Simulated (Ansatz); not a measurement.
`C=CCCCCCCCCC[S][Au]`, relaxed as a singlet with RKS PBE-D4/def2-SVP in Ansatz, starting from the GFN2-xTB geometry. Force threshold 0.03 eV/Å.

In the def2 sets Au takes a core potential; there is no spin–orbit coupling. The restricted singlet is unstable towards broken spin symmetry in Hartree–Fock (as tested in another run); at PBE-D4/def2-SVP this wasn't settled.

Start:

```
atom   x (Å)   y (Å)   z (Å)
  C1  -2.243   0.897   4.888
  C2  -2.875   0.542   3.784
  C3  -2.651  -0.759   3.076
  C4  -1.599  -0.635   1.964
  C5  -2.013   0.336   0.861
  C6  -0.918   0.548  -0.185
  C7  -0.652  -0.684  -1.048
  C8   0.304  -0.404  -2.208
  C9   1.712  -0.028  -1.749
 C10   2.677   0.102  -2.926
 C11   4.078   0.471  -2.474
 S12   5.239   0.716  -3.857
Au13   5.031  -1.238  -5.054
 H14  -2.414   1.848   5.365
 H15  -1.529   0.245   5.364
 H16  -3.589   1.217   3.331
 H17  -2.306  -1.506   3.794
 H18  -3.591  -1.108   2.643
 H19  -0.661  -0.294   2.408
 H20  -1.433  -1.626   1.538
 H21  -2.919  -0.030   0.373
 H22  -2.243   1.302   1.314
 H23   0.000   0.840   0.328
 H24  -1.211   1.373  -0.838
 H25  -0.238  -1.487  -0.435
 H26  -1.602  -1.036  -1.460
 H27  -0.100   0.403  -2.825
 H28   0.365  -1.298  -2.835
 H29   2.083  -0.791  -1.060
 H30   1.683   0.921  -1.213
 H31   2.314   0.862  -3.621
 H32   2.725  -0.848  -3.472
 H33   4.080   1.434  -1.962
 H34   4.495  -0.284  -1.807
```

```
step  energy (eV)  largest force component (eV/Å)  SCF passes
   1  -26247.6611                           0.988          24
   2  -26247.8783                           0.279          21
   3  -26247.8988                           0.253          21
   4  -26247.9056                           0.207          21
   5  -26247.9093                           0.126          22
   6  -26247.9144                           0.085          20
   7  -26247.9163                           0.190          21
   8  -26247.9181                           0.143          21
   9  -26247.9198                           0.055          21
  10  -26247.9206                           0.064          21
  11  -26247.9209                           0.077          21
  12  -26247.9214                           0.056          23
  13  -26247.9216                           0.023          23
```

Force components are those of the run's own axes.

End:

```xyz
34

C    -2.568    0.783    5.181
C    -2.887    0.554    3.895
C    -2.565   -0.705    3.138
C    -1.532   -0.520    2.007
C    -1.984    0.407    0.873
C    -0.949    0.594   -0.245
C    -0.659   -0.666   -1.071
C     0.308   -0.450   -2.243
C     1.741   -0.093   -1.832
C     2.690    0.066   -3.024
C     4.118    0.405   -2.607
S     5.289    0.762   -3.971
Au    5.365   -1.186   -5.138
H    -2.821    1.733    5.680
H    -2.043    0.025    5.788
H    -3.413    1.347    3.333
H    -2.192   -1.473    3.849
H    -3.501   -1.115    2.694
H    -0.585   -0.130    2.444
H    -1.289   -1.523    1.594
H    -2.933    0.017    0.436
H    -2.232    1.405    1.293
H    -0.006    0.979    0.204
H    -1.301    1.394   -0.934
H    -0.254   -1.467   -0.414
H    -1.622   -1.060   -1.465
H    -0.091    0.349   -2.909
H     0.336   -1.372   -2.865
H     2.131   -0.880   -1.147
H     1.741    0.849   -1.239
H     2.315    0.854   -3.713
H     2.710   -0.874   -3.621
H     4.140    1.362   -2.036
H     4.543   -0.370   -1.936
```

By distances, no bond broke or formed. The bond that changes most is S12–Au13, from 2.30 to 2.27 Å (atoms count from 1).

No frequencies were taken in this run, so the end may be a saddle point.

Run time 74 s (4 threads of Arm Neoverse V2 on a shared host).
